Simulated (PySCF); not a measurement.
Molecule: `InChI=1S/CH3F3OSi/c2-1(3,4)6-5/h5H,6H2`.

Geometry (Å), atoms numbered from 1 in this order:
```xyz
9

O    -1.6232    0.9465    0.3400
Si   -0.7493   -0.2948   -0.3196
C     1.0961   -0.1917    0.2395
F     1.6456    0.9847   -0.1199
F     1.8237   -1.1626   -0.3347
F     1.2505   -0.3085    1.5643
H    -1.4143    1.8437    0.0633
H    -0.7083   -0.2570   -1.8094
H    -1.3112   -1.5631    0.2011
```

Geometry PBE0-D3(BJ)/def2-SVP throughout; GIAO in PySCF 2.14.0 with density-fitted response routines, gas phase, one conformer, non-relativistic; equivalent atoms averaged; basis pcSseg-2.

For orientation, HF gives these shifts δ (against H2O, TMS, CFCl3 at the same level): O1 2.9, Si2 -35.8, C3 118.3, F4/F5/F6 -56.4, H8/H9 4.51, H7 1.90 ppm.

A run gave: O1 17.7, Si2 -36.9, C3 138.6, F4/F5/F6 -82.1, H8/H9 4.86, H7 1.23 ppm (shifts δ (against H2O, TMS, CFCl3 at the same level)).

Which functional was used in that run?
A. LDA
B. BLYP
C. B3LYP
D. PBE

## Answers

C. C3 tells them apart best: B3LYP gives 138.6, LDA gives 146.4, BLYP gives 143.0, PBE gives 142.1 ppm.
